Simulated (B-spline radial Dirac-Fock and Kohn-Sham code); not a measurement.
## X-ray scattering factor of Tb⁵²⁺

System: Tb⁵²⁺, [Ne] 3s2 3p1.

Input of the calculation (task.json; shells as n, l, electrons):

```json
{"items": [{
  "Z": 65,
  "q": 52,
  "cfg": [[1, 0, 2], [2, 0, 2], [2, 1, 6], [3, 0, 2], [3, 1, 1]],
  "A": 159,
  "rrms": 5.06,
  "do": ["scatter"],
  "s": [0.0, 0.05, 0.1, 0.15, 0.2, 0.25, 0.3, 0.35, 0.4, 0.45, 0.5, 0.6, 0.7, 0.8, 0.9, 1.0, 1.1, 1.2, 1.4, 1.6, 1.8, 2.0, 2.5, 3.0, 3.5, 4.0, 5.0, 6.0],
  "pz": [0, 0.1, 0.14, 0.19, 0.26, 0.35, 0.48, 0.66, 0.9, 1.2, 1.7, 2.3, 3.1, 4.3, 5.9, 8.0, 11.0, 15.0, 21.0, 28.0, 39.0],
  "hv_scatter": [1000, 10000, 17479.3, 20000, 30000, 50000, 200000, 500000]
}]}
```

Command: `python xray_run.py task.json out`

Model: Dirac-Fock orbitals of the configuration average with a finite nucleus. Program: a radial B-spline solver. f₀ is the Fourier transform of the spherical electron density, S the Waller-Hartree incoherent function, and s = sin θ/λ. The electron scattering factor follows from the Mott-Bethe formula f_e = 0.023934 Å⁻¹·(Z − f₀)/s².

```
s (Å⁻¹)      f₀      S  f_e (Å)
      0  13.000  0.000        –
   0.05  12.996  0.006  497.867
    0.1  12.983  0.024  124.496
   0.15  12.963  0.054   55.354
    0.2  12.934  0.096   31.154
   0.25  12.898  0.149   19.952
    0.3  12.853  0.212   13.868
   0.35  12.801  0.287   10.199
    0.4  12.741  0.371    7.817
   0.45  12.674  0.465    6.185
    0.5  12.600  0.567    5.017
    0.6  12.432  0.795    3.495
    0.7  12.240  1.048    2.577
    0.8  12.025  1.322    1.981
    0.9  11.792  1.609    1.572
      1  11.543  1.904    1.279
    1.1  11.281  2.202    1.063
    1.2  11.010  2.498    0.897
    1.4  10.449  3.072    0.666
    1.6   9.881  3.605    0.515
    1.8   9.325  4.091    0.411
      2   8.792  4.533    0.336
    2.5   7.609  5.489    0.220
      3   6.646  6.324    0.155
    3.5   5.850  7.091    0.116
      4   5.161  7.794    0.090
      5   3.974  8.990    0.058
      6   3.019  9.903    0.041
```

f₀ starts at the number of electrons, 13, and has fallen to half at s ≈ 3.09 Å⁻¹. The sum of ⟨r²⟩ over the electrons is 0.2243 bohr². For an ion f_e diverges as s goes to zero, because of the net charge.
